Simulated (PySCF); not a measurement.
PySCF 2.14 output of a UHF calculation on a single atom or ion in def2-SVP, with no relativity, point nucleus:

```
SCF conv_tol = 1e-09
number electrons alpha = 5  beta = 3
cycle= 1 E= -126.19487567636  delta_E= -0.00317  |g|= 0.0227  |ddm|= 0.0259
cycle= 2 E= -126.194970850969  delta_E= -9.52e-05  |g|= 0.00399  |ddm|= 0.00461
cycle= 3 E= -126.194973999707  delta_E= -3.15e-06  |g|= 0.000151  |ddm|= 0.00105
cycle= 4 E= -126.194974011375  delta_E= -1.17e-08  |g|= 1.91e-05  |ddm|= 0.000126
cycle= 5 E= -126.194974011556  delta_E= -1.82e-10  |g|= 2.68e-06  |ddm|= 1.76e-05
converged SCF energy = -126.194974011556  <S^2> = 2.0033406  2S+1 = 3.0022263
```

The run itself started from symmetry-adapted Hartree-Fock orbitals and held the occupation by maximum overlap, so the iterations belong to that start.

Task: Which element, charge and spin multiplicity is this?

Result: Ne²⁺ (neon, charge +2), multiplicity 3; the state was [He] 2s2 2p4, high-spin 3P determinant.
